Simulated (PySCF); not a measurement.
**Radial density of C²⁺ (carbon, charge +2)**

HSE06, [He] 2s1 2p1, high-spin 3P determinant (an excited configuration). All numbers are calculated (PySCF 2.14, the spin-free X2C one-electron Hamiltonian (Gaussian nucleus), in x2c-QZVPPall (7s4p3d2f1g, 57 functions)).

```csv
r (bohr),4πr²ρ (e/bohr),4πr²(ρα − ρβ)
0.00495,0.03789,0.0013
0.00832,0.1020,0.0034
0.0140,0.2677,0.0088
0.0236,0.6718,0.0221
0.0396,1.562,0.0509
0.0666,3.193,0.1022
0.112,5.274,0.1609
0.189,6.136,0.1680
0.317,4.099,0.1495
0.533,1.573,0.5339
0.897,1.476,1.4148
1.51,1.147,1.1462
2.54,0.1773,0.1773
4.27,0.002260,0.0023
```

Densities and radii are taken from the X2C orbitals without a picture-change correction, which distorts them close to the nucleus.
